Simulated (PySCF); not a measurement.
## Computed structure and properties of Hg2OF2

System: Hg2OF2 (singlet); start: displaced along the imaginary mode (C2v). Method: PySCF 2.14.0, RKS PBE, Hg def2-SVP with ECP60, O def2-SVP, F def2-SVP; non-relativistic Hamiltonian with scalar-relativistic core potentials where named; density fitting; no spin-orbit coupling.

Input of the relaxation:

```python
mol = gto.M(atom='''
Hg     0.00608     0.00696     1.93465
Hg     0.00608     0.00696    -1.93465
O     -0.16451    -0.18824     0.00000
F      0.00463     0.00530     3.87783
F      0.00463     0.00530    -3.87783''',
    basis={'Hg': 'def2-SVP', 'O': 'def2-SVP', 'F': 'def2-SVP'},
    ecp={'Hg': 'def2-SVP'},
    charge=0, spin=0)
mf = dft.RKS(mol, xc='PBE')
mf.grids.atom_grid = (50, 194)
mf = mf.density_fit()  # fitting sets: Hg def2-universal-JKFIT, O def2-universal-JKFIT, F def2-universal-JKFIT
mf.conv_tol = 1e-08; mf.max_cycle = 55
mf.kernel(dm0)  # dm0: converged density of the start geometry
# quasi-Newton relaxation in Cartesian coordinates to a largest gradient under 0.00045 Eh/bohr, steps kept in the point group
```

Run from Python with OMP_NUM_THREADS=2; the lines above give its settings. Where DIIS fails, smearing, a level shift and second-order steps follow.
It took 67 s on 2 threads of Arm Neoverse N1 (shared host), from the converged density of the start.

Course of the relaxation:

```tsv
step	energy above end (eV)	largest force component within the symmetry (eV/Å)
0	0.4664	0.406
1	0.3796	0.498
2	0.2878	0.381
3	0.1782	0.372
4	0.1280	0.546
5	0.0468	0.701
6	0.0175	0.269
7	0.0091	0.123
8	0.0075	0.339
9	0.0018	0.028
10	0.0007	0.025
11	0.0000	0.016
12	0.0000	0.002
```

Relaxed geometry (C2v):

```xyz
5

Hg   -0.1328   -0.1520    1.6851
Hg   -0.1328   -0.1520   -1.6851
O    -0.8205   -0.9388    0.0000
F     0.4715    0.5395    3.4071
F     0.4715    0.5395   -3.4071
```

```tsv
contact	Å
Hg1–O3 (O)	1.983
Hg1–F4 (F)	1.952
Hg2–F5 (F)	1.952
```

On the finer grid (75, 302):

```yaml
HOMO: -6.78 eV
LUMO: -3.59 eV
Dipole_about_the_centre_of_mass: 0.86 D
Set_of_Mulliken_populations_of_Hg1_outside_the_core_potential: s 3.13, p 6.35, d 9.85, f 0.02
D3_BJ_dispersion_energy_not_in_the_energies: -0.097 eV
```

| atom | Mulliken (e) | Löwdin (e) | spin (e) |
| --- | --- | --- | --- |
| Hg1 | 0.65 | 0.42 | 0.00 |
| Hg2 | 0.65 | 0.42 | 0.00 |
| O3 | -0.56 | -0.33 | 0.00 |
| F4 | -0.37 | -0.26 | 0.00 |
| F5 | -0.37 | -0.26 | 0.00 |

No frequency check is given for this geometry.

Rigid scan of O along the line from its metal:

(distance to O3 (Å), energy (eV)): (1.68, 1.559), (1.78, 0.587), (1.88, 0.126), (1.98, 0.000), (2.08, 0.096), (2.18, 0.337), (2.28, 0.670), (2.43, 1.264)

Taking off one F (charge -1, singlet; the rest: singlet) in vacuum, both parts rigid, costs 11.71 eV; the small basis without counterpoise inflates it. Most of it is the attraction of opposite charges; other ways to part are cheaper, and one spin state was tried for the rest.

Rigid scan of F along the line from its metal:

(distance to F4 (Å), energy (eV)): (1.65, 1.736), (1.75, 0.631), (1.85, 0.130), (1.95, 0.000), (2.05, 0.094), (2.15, 0.316), (2.35, 0.930), (2.65, 1.882), (3.05, 2.873), (3.55, 3.652)

One start shape was tried, so this needn't be the lowest isomer.
